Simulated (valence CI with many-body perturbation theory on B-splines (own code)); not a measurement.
## Pm56+: electric-dipole lines

Computed by valence CI with perturbative core correlation (CI+MBPT): three valence electrons over a frozen Dirac-Fock core [He], radial functions for each j: 11 s, 11 p, 10 d, 8 f, 5 g, 2 h, with the one-electron correlation potential Σ1, the two-electron term Σ2, the three-electron term Σ3, Breit, model QED; selected CI, second order for the rest, scaled by the run's own slope (own B-spline code, finite nucleus).

No measured spectrum was set against this ion. As an estimate, large intervals hold to a few tenths of a per cent, small ones and those within an open d or f shell to about a per cent.

Lines 1 to 50 of 565 in falling wavelength, among levels below 9873.5 eV, chosen from the strongest by gf and those to the six lowest levels. Wavelengths and rates use the calculated energies. Electric multipoles are in the length gauge, E1 and E2 with the static RPA response of the core. Weak lines are less certain than strong ones. Lines between different terms over intervals too small for the method are left out, as are lines whose strength nearly cancels. The highest levels of a list are the least certain.

Levels are named by their leading jj configuration (3d3/2^4 stands for four electrons in 3d with j = 3/2), which in mixed levels can hold well under half, so a name can repeat and another be missing. Letters in brackets count levels of one name in rising energy.

```csv
λ vac (Å),Upper,Lower,A (s⁻¹),S (a.u.)
734.0,(2p1/2^2 4f7/2) J=7/2,(2p1/2^2 4d5/2) J=5/2,1.70e+08,2.66e-01
705.9,(2s 2p1/2 4f7/2) J=5/2,(2s 2p1/2 4d5/2) J=3/2,1.70e+08,1.77e-01
689.9,(2s 2p1/2 4f7/2) J=7/2 [b],(2s 2p1/2 4d5/2) J=5/2 [b],1.86e+08,2.42e-01
619.9,(2s 2p1/2 4f7/2) J=9/2,(2s 2p1/2 4d5/2) J=7/2,2.80e+08,3.29e-01
599.3,(2s 2p1/2 4f7/2) J=7/2 [a],(2s 2p1/2 4d5/2) J=5/2 [a],2.13e+08,1.81e-01
583.9,(2s^2 4f7/2) J=7/2,(2s^2 4d5/2) J=5/2,3.34e+08,2.63e-01
408.5,(2s 2p1/2 4f5/2) J=5/2 [b],(2s 2p1/2 4d3/2) J=3/2 [b],7.35e+08,1.48e-01
392.9,(2p1/2^2 4f5/2) J=5/2,(2p1/2^2 4d3/2) J=3/2,1.04e+09,1.86e-01
379.9,(2s 2p1/2 4f5/2) J=7/2,(2s 2p1/2 4d3/2) J=5/2,7.61e+08,1.65e-01
378.6,(2s^2 4f5/2) J=5/2,(2s^2 4d3/2) J=3/2,1.14e+09,1.83e-01
375.8,(2s 2p1/2 4f5/2) J=5/2 [a],(2s 2p1/2 4d3/2) J=3/2 [a],1.15e+09,1.81e-01
318.4,(2s 2p1/2 4d5/2) J=5/2 [a],(2s 2p1/2 4p3/2) J=3/2 [a],2.12e+09,2.03e-01
314.0,(2s 2p1/2 4d5/2) J=7/2,(2s 2p1/2 4p3/2) J=5/2,3.39e+09,4.14e-01
309.2,(2p1/2^2 4d5/2) J=5/2,(2p1/2^2 4p3/2) J=3/2,3.64e+09,3.18e-01
299.3,(2s^2 4d5/2) J=5/2,(2s^2 4p3/2) J=3/2,3.82e+09,3.04e-01
298.9,(2s 2p1/2 4d5/2) J=5/2 [b],(2s 2p1/2 4p3/2) J=3/2 [b],3.40e+09,2.69e-01
287.6,(2s 2p1/2 4d5/2) J=3/2,(2s 2p1/2 4p3/2) J=1/2,3.40e+09,1.59e-01
286.3,(2s 2p1/2 4d3/2) J=5/2,(2s 2p1/2 4p3/2) J=3/2 [a],1.55e+09,1.07e-01
168.4,(2s 2p3/2 3p1/2) J=3/2 [a],(2s 2p3/2 3s) J=5/2,4.69e+09,4.42e-02
163.0,(2s 2p3/2 3p1/2) J=5/2,(2s 2p3/2 3s) J=5/2,3.35e+09,4.30e-02
140.1,(2p3/2^2 3d5/2) J=5/2 [a],(2p3/2^2 3p3/2) J=3/2 [a],5.60e+09,4.56e-02
137.8,(2s 2p1/2 4d3/2) J=3/2 [b],(2s 2p1/2 4p1/2) J=1/2 [b],1.80e+10,9.28e-02
136.4,(2s 2p1/2 4d3/2) J=1/2,(2s 2p1/2 4p1/2) J=1/2 [b],2.90e+10,7.27e-02
135.8,(2s 2p1/2 4d5/2) J=5/2 [a],(2s 2p1/2 4p1/2) J=3/2,1.24e+10,9.17e-02
132.8,(2s 2p3/2 3d5/2) J=7/2 [a],(2s 2p3/2 3p3/2) J=5/2 [a],6.82e+09,6.30e-02
132.6,(2s 2p3/2 3d5/2) J=9/2,(2s 2p3/2 3p3/2) J=7/2,1.01e+10,1.17e-01
132.6,(2p1/2^2 4d3/2) J=3/2,(2p1/2^2 4p1/2) J=1/2,3.80e+10,1.75e-01
131.8,(2s 2p1/2 4d3/2) J=3/2 [a],(2s 2p1/2 4p1/2) J=1/2 [a],3.73e+10,1.68e-01
131.7,(2s^2 4d3/2) J=3/2,(2s^2 4p1/2) J=1/2,3.68e+10,1.66e-01
131.6,(2p1/2 2p3/2 3d5/2) J=9/2,(2p1/2 2p3/2 3p3/2) J=7/2,1.19e+10,1.34e-01
130.8,(2p3/2^2 3d5/2) J=7/2,(2p3/2^2 3p3/2) J=5/2,8.80e+09,7.77e-02
130.6,(2s 2p3/2 3d5/2) J=7/2 [b],(2s 2p3/2 3p3/2) J=5/2 [b],8.59e+09,7.55e-02
130.5,(2p1/2 2p3/2 3d5/2) J=7/2 [a],(2p1/2 2p3/2 3p3/2) J=5/2 [a],1.10e+10,9.64e-02
130.3,(2p1/2 2p3/2 3d5/2) J=7/2 [b],(2p1/2 2p3/2 3p3/2) J=5/2 [b],9.96e+09,8.70e-02
130.3,(2s 2p3/2 3d5/2) J=5/2 [b],(2s 2p3/2 3p3/2) J=3/2 [b],7.60e+09,4.98e-02
130.3,(2s 2p1/2 3d5/2) J=7/2,(2s 2p1/2 3p3/2) J=5/2,1.11e+10,9.71e-02
129.7,(2p3/2^2 3d5/2) J=9/2,(2p3/2^2 3p3/2) J=7/2,1.14e+10,1.23e-01
129.6,(2s 2p1/2 4d3/2) J=5/2,(2s 2p1/2 4p1/2) J=3/2,2.51e+10,1.62e-01
128.1,(2p1/2^2 3d5/2) J=5/2,(2p1/2^2 3p3/2) J=3/2,1.27e+10,7.92e-02
128.0,(2s 2p1/2 4p3/2) J=1/2,(2s 2p1/2 4s) J=1/2 [b],4.19e+10,8.66e-02
127.5,(2p3/2^2 3d5/2) J=5/2 [b],(2p3/2^2 3p3/2) J=3/2 [b],1.15e+10,7.06e-02
127.2,(2s^2 3d5/2) J=5/2,(2s^2 3p3/2) J=3/2,9.64e+09,5.88e-02
126.5,(2s 2p1/2 4p3/2) J=3/2 [b],(2s 2p1/2 4s) J=1/2 [b],2.92e+10,1.17e-01
126.1,(2s 2p1/2 3d5/2) J=5/2 [a],(2s 2p1/2 3p3/2) J=3/2 [a],1.13e+10,6.73e-02
125.6,(2s 2p1/2 4d3/2) J=3/2 [b],(2s 2p1/2 4p1/2) J=3/2,1.93e+10,7.54e-02
124.9,(2p1/2 2p3/2 3d5/2) J=5/2 [b],(2p1/2 2p3/2 3p3/2) J=3/2 [b],7.96e+09,4.59e-02
123.5,(2p1/2^2 4p3/2) J=3/2,(2p1/2^2 4s) J=1/2,5.70e+10,2.12e-01
122.0,(2s^2 4p3/2) J=3/2,(2s^2 4s) J=1/2,5.45e+10,1.96e-01
121.6,(2s 2p1/2 4p3/2) J=3/2 [a],(2s 2p1/2 4s) J=1/2 [a],5.69e+10,2.02e-01
121.3,(2p1/2 2p3/2 3d5/2) J=5/2 [a],(2p1/2 2p3/2 3p3/2) J=3/2 [a],9.92e+09,5.25e-02
```
